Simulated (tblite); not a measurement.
Species: C3H7NSSi2.
SMILES with atom numbers: `[CH2:1]=[CH:2][Si@H:3]([C:4]#[N:5])[S:6][SiH3:7]` (hydrogens: H8, H9 on C1; H10 on C2; H11 on Si3; H12, H13, H14 on Si7)

Computed geometry: GFN2-xTB, gas phase.

Entries marked ? are missing. Bonds in one row agree within 0.01 Å.

| coordinate | value |
| --- | --- |
| C1=C2 | ? |
| C2–Si3 | 1.874 Å |
| Si3–C4 | 1.870 Å |
| C4≡N5 | ? |
| Si3–S6 | ? |
| S6–Si7 | 2.153 Å |
| C1–H8 | 1.078 Å |
| C1–H9 | 1.079 Å |
| C2–H10 | 1.083 Å |
| Si3–H11 | 1.462 Å |
| Si7–H12, Si7–H13, Si7–H14 | 1.455 Å |
| C1–C2–Si3 | 124.1° |
| C2–Si3–C4 | ? |
| C2–Si3–S6 | 107.4° |
| C4–Si3–S6 | ? |
| Si3–C4–N5 | ? |
| Si3–S6–Si7 | 104.7° |

Task: Estimate the withheld lengths and angles.

Result: 
- C1=C2 = 1.325 Å, drawn double (terminal =CH2 carbon to alkene CH carbon); 0.14 Å below the sum of covalent radii, 1.46 Å.
- C4≡N5 = 1.145 Å, drawn triple (cyano carbon to cyano nitrogen); 0.25 Å below the sum of covalent radii, 1.40 Å.
- Si3–S6 = 2.155 Å, drawn single (ends: SiH silicon; sulfur bonded to 2 Si); 0.01 Å below the sum of covalent radii, 2.16 Å.
- C2–Si3–C4 = 108.1°, at the SiH silicon; the outer atoms are 3.031 Å apart.
- C4–Si3–S6 = 109.1°, at the SiH silicon; the outer atoms are 3.283 Å apart.
- Si3–C4–N5 = 178.9°, at the cyano carbon; the outer atoms are 3.015 Å apart.

Radii are Cordero's, carbon taken as 0.76, 0.73 or 0.69 Å for four, three, and two or fewer neighbours.

Its GFN2-xTB frequencies are all real (lowest 21 cm⁻¹). One conformer, not necessarily the lowest (C1–C2–Si3–C4 -17°, C2–Si3–S6–Si7 162°). 3 starts were optimised and ended at 0.00, 0.75 and 0.83 kcal/mol (GFN2-xTB); the lowest of these is shown.
